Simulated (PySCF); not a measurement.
A geometry optimisation, step by step.

4-(trifluoromethyl)pyridine, C6H4F3N.
Bonds: F1–C2, C2–F3, C2–F4, C2–C5, C5–C6 (aromatic), C6–C7 (aromatic), C7–N8 (aromatic), N8–C9 (aromatic), C9–C10 (aromatic), C5–C10 (aromatic). Hydrogens: H11 on C6; H12 on C7; H13 on C9; H14 on C10.

Computed by this run: PBE0-D3(BJ)/def2-SVP geometry optimisation, gas phase in PySCF 2.14.0; density fitting, grid level 2; the optimiser is geomeTRIC in internal coordinates, started from a GFN2-xTB structure. The frame can shift and turn from step to step; on so coarse a grid that alone can change the energy by a few meV, and forces under 0.02 eV/Å are noise.

Step 0: E = -15899.4869 eV, largest atomic force 0.934 eV/Å
```
atom  x, y, z in Å  |  force x, y, z in eV/Å
F1      2.549    0.096    1.050   -0.363  -0.025  -0.235
C2      1.963   -0.058   -0.153    0.930  -0.008   0.095
F3      2.414   -1.219   -0.647   -0.344   0.136   0.101
F4      2.454    0.912   -0.938   -0.352  -0.093   0.116
C5      0.461   -0.016   -0.051    0.463  -0.018  -0.077
C6     -0.211    1.195   -0.151   -0.061  -0.251   0.028
C7     -1.594    1.172   -0.032    0.166   0.011   0.013
N8     -2.286    0.068    0.175   -0.597   0.017   0.043
C9     -1.637   -1.077    0.276    0.168  -0.013   0.016
C10    -0.257   -1.183    0.173   -0.050   0.253  -0.039
H11     0.324    2.115   -0.323    0.228   0.407  -0.102
H12    -2.172    2.083   -0.106   -0.193   0.517  -0.055
H13    -2.250   -1.951    0.448   -0.210  -0.505   0.082
H14     0.241   -2.136    0.257    0.216  -0.428   0.014
```

Step 1: E = -15899.5221 eV, largest atomic force 0.416 eV/Å
```
atom  x, y, z in Å  |  force x, y, z in eV/Å
F1      2.501    0.384    1.032    0.132  -0.012   0.013
C2      1.982   -0.033   -0.124   -0.405   0.092  -0.029
F3      2.458   -1.250   -0.373    0.119  -0.026  -0.007
F4      2.414    0.792   -1.080    0.139  -0.049   0.014
C5      0.475   -0.026   -0.057    0.020  -0.016   0.024
C6     -0.216    1.176   -0.189    0.049   0.066   0.034
C7     -1.602    1.155   -0.061   -0.019   0.053  -0.021
N8     -2.301    0.047    0.167   -0.029  -0.026   0.007
C9     -1.633   -1.097    0.280   -0.070  -0.029   0.014
C10    -0.246   -1.192    0.183    0.084  -0.071  -0.045
H11     0.317    2.110   -0.383   -0.034  -0.022  -0.005
H12    -2.174    2.087   -0.149    0.010  -0.035  -0.008
H13    -2.231   -1.999    0.458    0.018   0.031   0.001
H14     0.259   -2.156    0.279   -0.014   0.045   0.009
```

Step 2: E = -15899.5242 eV, largest atomic force 0.119 eV/Å
```
atom  x, y, z in Å  |  force x, y, z in eV/Å
F1      2.517    0.372    1.032   -0.036   0.037   0.073
C2      1.980   -0.034   -0.122    0.041   0.060  -0.022
F3      2.456   -1.253   -0.371   -0.034  -0.113  -0.018
F4      2.439    0.781   -1.074   -0.066   0.041  -0.023
C5      0.474   -0.017   -0.055    0.015  -0.012   0.012
C6     -0.222    1.184   -0.184    0.042  -0.012  -0.005
C7     -1.610    1.153   -0.065   -0.005   0.034  -0.007
N8     -2.306    0.042    0.163    0.003  -0.013  -0.003
C9     -1.633   -1.098    0.279    0.012   0.024  -0.004
C10    -0.244   -1.185    0.180    0.025  -0.053  -0.002
H11     0.303    2.121   -0.379   -0.005   0.005   0.000
H12    -2.187    2.080   -0.161    0.002   0.000  -0.003
H13    -2.226   -2.001    0.462    0.004   0.001  -0.001
H14     0.264   -2.146    0.278    0.003   0.001   0.001
```

Step 3: E = -15899.5250 eV, largest atomic force 0.074 eV/Å
```
atom  x, y, z in Å  |  force x, y, z in eV/Å
F1      2.510    0.380    1.035   -0.009   0.007   0.009
C2      1.977   -0.030   -0.120    0.023   0.010  -0.009
F3      2.456   -1.248   -0.370    0.004  -0.029  -0.001
F4      2.427    0.790   -1.073   -0.015   0.001   0.008
C5      0.473   -0.022   -0.052    0.037   0.018   0.002
C6     -0.220    1.181   -0.183   -0.015  -0.005  -0.007
C7     -1.608    1.154   -0.068    0.025  -0.020   0.002
N8     -2.303    0.042    0.159    0.012  -0.005  -0.004
C9     -1.630   -1.098    0.278   -0.032  -0.041   0.007
C10    -0.242   -1.193    0.181   -0.025   0.069  -0.006
H11     0.308    2.116   -0.377    0.006   0.001   0.001
H12    -2.184    2.081   -0.166   -0.004  -0.001  -0.001
H13    -2.226   -2.000    0.460   -0.006  -0.008   0.000
H14     0.266   -2.153    0.280    0.000   0.003  -0.001
```

Step 4: E = -15899.5247 eV, largest atomic force 0.083 eV/Å
```
atom  x, y, z in Å  |  force x, y, z in eV/Å
F1      2.506    0.383    1.040    0.021  -0.016  -0.031
C2      1.978   -0.028   -0.117   -0.038  -0.003   0.001
F3      2.454   -1.250   -0.366    0.031   0.041   0.010
F4      2.426    0.791   -1.071    0.029  -0.028   0.022
C5      0.474   -0.018   -0.051   -0.018  -0.002   0.003
C6     -0.218    1.183   -0.184   -0.035  -0.042   0.007
C7     -1.606    1.150   -0.070   -0.033   0.033  -0.004
N8     -2.302    0.038    0.156   -0.012  -0.001   0.000
C9     -1.632   -1.103    0.276    0.045   0.067  -0.016
C10    -0.242   -1.188    0.181    0.010  -0.050   0.009
H11     0.307    2.120   -0.378   -0.005  -0.002   0.001
H12    -2.184    2.075   -0.169   -0.005   0.002  -0.002
H13    -2.225   -2.006    0.457    0.002   0.004  -0.002
H14     0.268   -2.147    0.281    0.008  -0.004   0.001
```

Step 5: E = -15899.5252 eV, largest atomic force 0.025 eV/Å
```
atom  x, y, z in Å  |  force x, y, z in eV/Å
F1      2.508    0.383    1.040    0.009  -0.007  -0.009
C2      1.979   -0.029   -0.116   -0.019   0.013  -0.001
F3      2.456   -1.249   -0.365    0.011   0.018   0.007
F4      2.428    0.790   -1.070    0.013  -0.012   0.007
C5      0.474   -0.019   -0.051   -0.017  -0.006   0.003
C6     -0.220    1.182   -0.184   -0.001   0.000  -0.002
C7     -1.609    1.151   -0.071    0.000   0.001  -0.001
N8     -2.303    0.038    0.155   -0.009  -0.005   0.000
C9     -1.631   -1.102    0.275    0.012   0.021  -0.006
C10    -0.241   -1.189    0.181    0.000  -0.021   0.004
H11     0.305    2.119   -0.378   -0.001   0.002   0.000
H12    -2.187    2.077   -0.170    0.000  -0.001  -0.002
H13    -2.224   -2.005    0.457    0.001   0.000  -0.002
H14     0.269   -2.148    0.281    0.002  -0.002   0.001
```

Problem. Summarise the path.

Solution. The energy falls by 3.69 kJ/mol from step 0 to step 5; nine tenths of that is first reached at step 1. It rises by more than 0.2 meV at step 4. The largest force goes from 0.934 to 0.025 eV/Å. Among the bonds C9–H13 changes most (a near tie, within 0.001 Å, with another), from 1.081 to 1.096 Å; the atoms move by 0.098 Å rms after alignment.

What follows is the cost of the whole optimisation. On Arm Neoverse V1, one thread, no GPU, shared host with 64 logical CPUs at a one-minute load of 19, this took 71 s wall and 0.77 GiB of memory at its peak.
